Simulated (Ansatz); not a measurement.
`SC[SiH2]S` + `CF` → `FC[SiH2]CS` + H₂S  (formal exchange of groups at the Si–S bond)

Computed with Ansatz on PBE0-D4/def2-TZVP structures; ΔE is electronic, products minus reactants. CCSD(T)/CBS adds triple-zeta CCSD(T) − MP2 to the extrapolated MP2 energy (def2 sets, frozen cores). This one scheme is used for every species. Functionals use def2-TZVPP. B3LYP here is the variant with VWN-RPA as its local correlation; programs differ in this. Each species was taken in one conformer, which may not be the lowest.

Q: Is it downhill or uphill in electronic energy at CCSD(T)/CBS, and by how much? (Estimate.)

A: Computed: Uphill: ΔE = +81.5 kJ/mol.

Q: What do these levels give: B3LYP-D4, ωB97X-V, ωB97M-V, B2PLYP, PBE, r2SCAN, PBE0, CCSD/def2-TZVPP, CCSD(T)/def2-TZVPP, HF/def2-QZVPP, MP2/def2-QZVPP, CCSD/CBS(def2)? (An estimate is asked.)

A: Computed: B3LYP-D4 78.5, ωB97X-V 76.8, ωB97M-V 76.6, B2PLYP 79.6, PBE 78.5, r2SCAN 81.2, PBE0 81.4, CCSD/def2-TZVPP 77.3, CCSD(T)/def2-TZVPP 78.2, HF/def2-QZVPP 81.5, MP2/def2-QZVPP 87.4, CCSD/CBS(def2) 80.6 kJ/mol.

Largest T1 diagnostic among the species: 0.011.
